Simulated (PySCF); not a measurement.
CH2FNOSi, SMILES O=C=N[SiH2]F.

Geometry: B3LYP-D3(BJ)/def2-SVP. Other conformers were not sampled.

The numbers are results of PySCF with B3LYP-D3(BJ)/def2-SVP, not measurements.

Frequencies are harmonic and unscaled.

```tsv
mode	ν (cm⁻¹)	IR (km/mol)	moving atoms (share of kinetic energy)
1	61	0.5	N 39 %, F 28 %, O 27 %
2	73	1.0	N 63 %, O 18 %, H 13 %
3	301	15.5	F 40 %, N 33 %, Si 15 %
4	612	22.2	C 73 %, O 15 %, N 10 %
5	613	106.6	Si 50 %, O 26 %, C 12 %
6	623	31.8	C 71 %, O 15 %, N 13 %
7	693	131.9	H 71 %, Si 19 %
8	743	1.7	H 95 %
9	881	22.3	F 52 %, H 28 %, Si 20 %
10	955	383.7	H 82 %, Si 14 %
11	983	195.9	H 77 %, Si 18 %
12	1538	48.3	N 57 %, O 39 %
13	2283	128.4	H 97 %
14	2287	141.7	H 95 %
15	2458	1409.1	C 69 %, N 19 %, O 12 %
```
